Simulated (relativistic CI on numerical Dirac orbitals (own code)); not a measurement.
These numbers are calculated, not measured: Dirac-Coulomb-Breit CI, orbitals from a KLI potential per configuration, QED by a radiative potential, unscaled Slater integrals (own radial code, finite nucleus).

Configurations in the expansion (outside the closed core [Ar] 3d10): 4s²4p⁶4d⁵, 4s²4p⁶4d⁴4f, 4s²4p⁵4d⁶, 4s4p⁶4d⁶, 4s²4p⁵4d⁵4f, 4s4p⁶4d⁵4f, 4s²4p⁶4d⁴5s, 4s²4p⁶4d³4f5s, 4s²4p⁶4d⁴5p, 4s²4p⁶4d⁴5d, 4s²4p⁵4d⁵5s, 4p⁶4d⁶4f, 4s²4p⁶4d⁴5f, 4s²4p⁶4d³5s5p, 4s4p⁶4d⁴4f5s, 4s²4p⁶4d⁴5g, 4s²4p⁶4d⁴6s, 4p⁶4d⁷, 4p⁵4d⁸, 4p⁵4d⁷4f, 4s²4p⁶4d³5s², 4s²4p⁶4d²4f5s², 4s²4p⁵4d³4f5s², 4s4p⁶4d³4f5s². Double excitations out of closed p, d and f shells are left out; levels of such configurations are missing from the list, as are those of other unlisted configurations, and high levels can miss mixing partners. These lack a partner that the ground configuration has and come out too high: 4s²4p⁵4d⁵5s.

At this charge energies of transitions that change n are usually good to better than 1 %, and those within a shell (Δn = 0) to a few per cent. Terms inside the open d or f shell come out 10 to 20 % too wide with unscaled integrals.

Outline of the computed level scheme of Au XXXIX. Lowest level of each configuration: 4s²4p⁶4d⁵ ⁴P5/2 at 0.000 eV; 4s²4p⁵4d⁶ ⁶F°11/2 at 202.597 eV; 4s²4p⁶4d⁴4f ⁴G°5/2 at 212.689 eV.

Some strong electric-dipole decays among the lowest 45 levels: 4s²4p⁵4d⁶ ⁴P°3/2 → 4s²4p⁶4d⁵ ⁴P5/2 (1.3e+11 s⁻¹); 4s²4p⁶4d⁴4f ⁴G°5/2 → 4s²4p⁶4d⁵ ⁴P5/2 (4.9e+10 s⁻¹); 4s²4p⁵4d⁶ ⁴D°7/2 → 4s²4p⁶4d⁵ ⁴P5/2 (3.7e+10 s⁻¹); 4s²4p⁵4d⁶ ⁴D°7/2 → 4s²4p⁶4d⁵ ⁴P5/2 (2.6e+10 s⁻¹).

LS names give the leading component of a level, which can be under half, so a name can repeat, a term be missing and a line seem to break the LS rules.
